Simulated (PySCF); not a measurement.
# How methods differ on the ionisation energy of Pb⁷²⁺

Pb⁷²⁺ [Ne] (1S) → Pb⁷³⁺ [He] 2s2 2p5 (2P), as a difference of total energies. Computed with PySCF 2.14 in an uncontracted even-tempered set (18 s from 54 bohr⁻², ratio 2.2; 13 p from 70 bohr⁻², ratio 2.2; 5 d from 270 bohr⁻², ratio 2.4; 5 f from 410 bohr⁻², ratio 2.4; 4 g from 610 bohr⁻², ratio 2.4), with scalar relativity by spin-free X2C-1e. Correlated levels: nothing frozen; virtual orbitals above 40 to 60 times the deepest correlated orbital energy dropped. The calculations carry no spin-orbit coupling.

```
                 method  ionisation energy (eV)
                    UHF                 20290.3
                    LDA                 20282.2
                    PBE                 20284.4
                   PBE0                 20286.4
                 r2SCAN                 20291.7
                   MN15                 20297.4
                r2SCANh                 20291.7
    MP2 (all electrons)                 20292.3
SCS-MP2 (all electrons)                 20292.1
```

A first-order spin-orbit estimate (lowest level to lowest level, LS coupling) adds -679.8 eV.

For this ion Breit and QED terms and the two-electron picture change, all absent here, outweigh the differences among the correlated methods.

For comparison: 19590 ± 70 eV (theoretical estimate listed by NIST; NIST Atomic Spectra Database, ionization energies).
